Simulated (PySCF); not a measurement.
Species: C6H8O2S.
SMILES: `O=CO[C@@H]1CCC(=S)C1`

Vertical excitations from PySCF (density fitting, frozen core in the response, grid level 2 and gas phase unless stated; continuum runs use non-equilibrium linear response for the excitations) on a GFN2-xTB geometry. Reference run:

```
                              settings    S1, eV (f)    S2, eV (f)    S3, eV (f)    S4, eV (f)    S5, eV (f)    S6, eV (f)  T1, eV (Tamm–Dancoff)  mean α (au)
PBE0/def2-SVPD, full TDDFT, 6 singlets  2.47 (0.000)  5.48 (0.038)  5.54 (0.187)  5.58 (0.011)  5.80 (0.028)  5.94 (0.000)                   2.01         96.1
```

What do these settings give: (1) OLYP/6-31++G**, start guess sap, fitting basis def2-qzvpp-jkfit, TDA, 3 singlets; (2) PBE0/def2-SVPD, fitting basis def2-universal-jkfit, TDA, 1 singlet?

```json
{"settings": "OLYP/6-31++G**, start guess sap, fitting basis def2-qzvpp-jkfit, TDA, 3 singlets", "S1, eV (f)": "2.37 (0.000)", "S2, eV (f)": "3.81 (0.000)", "S3, eV (f)": "3.93 (0.004)", "S4, eV (f)": "–", "S5, eV (f)": "–", "S6, eV (f)": "–", "T1, eV (Tamm–Dancoff)": "1.95", "mean α (au)": "95.8"}
{"settings": "PBE0/def2-SVPD, fitting basis def2-universal-jkfit, TDA, 1 singlet", "S1, eV (f)": "2.49 (0.000)", "S2, eV (f)": "–", "S3, eV (f)": "–", "S4, eV (f)": "–", "S5, eV (f)": "–", "S6, eV (f)": "–", "T1, eV (Tamm–Dancoff)": "–", "mean α (au)": "96.1"}
```

(1) S1 moves by -0.10 eV; functional, basis and response scheme change together, so the shift can't be laid on one. (2) S1 moves by +0.02 eV. States are counted by energy in each run and needn't keep their character from row to row.

All basis functions are spherical, in the Pople sets too.

Give the leading configurations of S1 (H = HOMO, L = LUMO) and the HOMO–LUMO gap of each run.

```
                                                                        settings  S1 configurations (weight)  S1 (eV)  orbital gap (eV)  S1 − gap (eV)
                                          PBE0/def2-SVPD, full TDDFT, 6 singlets                    H→L 1.00     2.47              4.23          -1.76
OLYP/6-31++G**, start guess sap, fitting basis def2-qzvpp-jkfit, TDA, 3 singlets                    H→L 1.00     2.37              2.16          +0.21
              PBE0/def2-SVPD, fitting basis def2-universal-jkfit, TDA, 1 singlet                    H→L 1.00     2.49              4.23          -1.74
```

One conformer stands for the species.
